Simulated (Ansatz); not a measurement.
Species: NbO (charge 0, quartet). SMILES: [Nb]=[O]

Atoms: Nb1, O2. Bonds: Nb1-O2.

Bond lengths (Å) and angles (degrees) optimised at HF/STO-3G with Ansatz (an electronic-structure program); HF/6-31G* with LANL2DZ past Ar with Ansatz; B3LYP/LANL2DZ with Ansatz, each started from the B3LYP-D3(BJ)/def2-TZVP structure (Ansatz) of the last column. A row stands for all coordinates that are equal there. 6-31G* holds six Cartesian d functions.

| coordinate | HF/STO-3G | HF/6-31G* with LANL2DZ past Ar | B3LYP/LANL2DZ | B3LYP-D3(BJ)/def2-TZVP |
|---|---|---|---|---|
| Nb1-O2 | 1.641 | 1.694 | 1.726 | 1.688 |

Mean signed difference of all 1 bond lengths from B3LYP-D3(BJ)/def2-TZVP: HF/STO-3G -0.047 Å, HF/6-31G* with LANL2DZ past Ar 0.006 Å, B3LYP/LANL2DZ 0.038 Å.
